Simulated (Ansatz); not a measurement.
```yaml
crystal:
  periodic: [false, false, false]
  atoms:
    - {symbol: C, position_ang: [0.213655, -0.978415, 1.593702]}
    - {symbol: O, position_ang: [-0.642604, -0.015209, 0.731038]}
    - {symbol: W, position_ang: [-0.400252, 0.973369, -0.858537]}
    - {symbol: O, position_ang: [-1.930896, 1.376655, -0.974267]}
    - {symbol: O, position_ang: [-0.263146, -0.860865, -1.486708]}
    - {symbol: Cl, position_ang: [1.087476, 2.461189, 0.333786]}
    - {symbol: Cl, position_ang: [0.615677, 1.461902, -2.668115]}
    - {symbol: H, position_ang: [0.523728, -1.741641, 1.119395]}
    - {symbol: H, position_ang: [1.127891, -0.376267, 2.101565]}
    - {symbol: H, position_ang: [-0.297172, -1.184561, 2.452018]}
    - {symbol: H, position_ang: [0.028219, -1.088090, -2.442878]}
basis:
  gaussian: {orbitals: def2-mTZVP}
hamiltonian: {xc: {name: HF}}
correlation: {method: mp2, frozen_orbitals: {C: 9}}
```

```sh
$ ansatz run in.yaml --threads 4 --pin off --events-out ev --progress --plain --max-ram 66560MiB --backend cpu
```

Shortened log:

```
Functional definition: HF
Error: "frozen_orbitals" has no count for O
```

(1) Something in this input is off. What?

Answers

(1) Frozen orbitals are typed for one element alone, and the program wants a count for each. The input was rejected before any iteration.
